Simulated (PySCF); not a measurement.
What does the PBE0-D3(BJ)/def2-SVP structure of InChI=1S/C5H7BO3/c1-8-6(9-2)4-3-5-7/h5H,1-2H3 look like in three dimensions?

```xyz
16
C5H7BO3 angstrom
C     -0.5704   -2.0386    0.4169
O     -1.1373   -0.7582    0.3035
B     -0.4520    0.3712    0.0129
C      1.0731    0.3591   -0.2535
C      2.2777    0.3030   -0.4417
C      3.6970    0.2555   -0.7183
O      4.5312   -0.0964    0.0765
O     -1.0957    1.5550   -0.0493
C     -2.4761    1.6377    0.2136
H      0.5296   -2.0028    0.4647
H     -0.9507   -2.5164    1.3320
H     -0.8671   -2.6567   -0.4449
H      3.9697    0.5762   -1.7536
H     -3.0576    1.0228   -0.4919
H     -2.7119    1.2972    1.2346
H     -2.7792    2.6882    0.1081
```

Orientation and origin are arbitrary. Atoms count from 1 in this order. The 2 C–C bonds span 1.220 Å (C4≡C5, drawn triple) to 1.447 Å (C5–C6, drawn single), a spread of 0.227 Å. The C–O distances run from 1.205 Å (C6=O7, drawn double) to 1.408 Å (O8–C9, drawn single), a spread of 0.203 Å. B3 (three-coordinate boron) is planar (angles 122.0°, 120.1° and 118.0°, sum 360.0°, 0.00 Å off the plane of its three neighbours). Of the pairs four or more bonds apart, C4···H10 is among the closest relative to their van der Waals radii: 2.53 Å, 87 % of the sum of Bondi's values.

Bonds between heavy atoms (Å): C1–O2 1.405, O2–B3 1.353, B3–C4 1.548, C4≡C5 1.220, C5–C6 1.447, C6=O7 1.205, B3–O8 1.349, O8–C9 1.408.

Level of theory: PySCF, PBE0-D3(BJ)/def2-SVP geometry optimisation, gas phase.

Point group: C1 (no symmetry element, even within 0.4 Å). PBE0-D3(BJ)/def2-SVP frequencies: not computed here. The numbers are those of one conformer (C1–O2–B3–C4 1°, O2–B3–O8–C9 1°).

On Intel Xeon at 2.50 GHz, one thread, shared host, this took 7.3 min wall and 0.64 GiB of memory at its peak. That covers the optimisation of the geometry.
